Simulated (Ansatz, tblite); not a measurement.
Cost and result up the ladder for Be8O8, a nanocrystal cut from wurtzite BeO (bare) (16 atoms). Charge 0, multiplicity 1. Geometry: PBE-D4/def2-SVP.

```xyz
16

O     0.021   -2.052   -2.824
Be   -1.369   -2.089   -2.451
Be    0.716   -1.177   -1.835
O    -0.292   -0.447   -0.523
O     1.917    0.873    0.607
Be    0.285    0.436    0.511
Be    2.228    1.768    1.739
O     1.600    2.446    2.864
O    -2.521   -1.763   -1.650
Be   -2.052   -0.864   -0.555
O    -0.590    1.153    1.769
Be    0.233    1.991    2.664
O     2.215   -0.749   -1.708
Be    2.360    0.087   -0.608
O    -2.822   -0.181    0.623
Be   -1.930    0.568    1.378
```

Ansatz on 2 threads of AMD EPYC 7R13 on a shared host and a share (18 GiB) of an NVIDIA H100 80GB HBM3; xTB runs through tblite on one thread. Times are rough, summed over both states, and most runs start from the orbitals of an earlier one. PBE0-D4/def2-TZVP serves as the yardstick here, not as an exact answer. The other state is a doublet.

The xTB rows come from tblite.

Raw xTB energies of ions are shifted by several eV.

```
                         level  functions  wall time  vertical IE (eV)  difference from PBE0-D4/def2-TZVP (eV)
                      GFN1-xTB         64    0.037 s             12.51                                    4.04
                      GFN2-xTB         64    0.059 s             13.50                                    5.02
           revPBE-D4/def2-TZVP        400       19 s              7.98                                   -0.49
PBE-D4/def2-TZVP (with forces)        400       20 s              8.05                                   -0.43
             PBE0-D4/def2-TZVP        400       25 s              8.48                                    0.00
```
